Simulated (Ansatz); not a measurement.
Compare A (`C=C(F)C[SiH3]`) with its isomer B (`FC[SiH]1CC1`).

Gas-phase electronic energies from Ansatz, PBE0-D4/def2-TZVP geometries. CBS: MP2 limit from def2 TZ/QZ plus the TZ coupled-cluster correction, frozen cores. Functionals use def2-TZVPP. B3LYP here is the variant with VWN-RPA as its local correlation; programs differ in this. One conformer a species, not always the lowest.

Problem. Which isomer does CCSD(T)/CBS put lower? Give the gap. (Best estimate.)

Solution. Ansatz gave: A, by 54.7 kJ/mol.

Problem. Give E(B) − E(A) in kJ/mol with CCSD(T)/def2-TZVPP, B3LYP-D4, B3LYP, MP2/def2-TZVPP, r2SCAN-D4, PBE-D4, ωB97M-V. (Best estimate.)

Solution. Computed: CCSD(T)/def2-TZVPP 58.5, B3LYP-D4 62.3, B3LYP 60.9, MP2/def2-TZVPP 50.8, r2SCAN-D4 50.0, PBE-D4 44.1, ωB97M-V 51.0. None reverses the order clearly.

Largest T1 diagnostic: 0.012.

In def2-TZVPP, CCSD(T) changes the Hartree–Fock value by −25.2 kJ/mol (the triples alone add −0.9 kJ/mol) and MP2 by −33.0 kJ/mol.
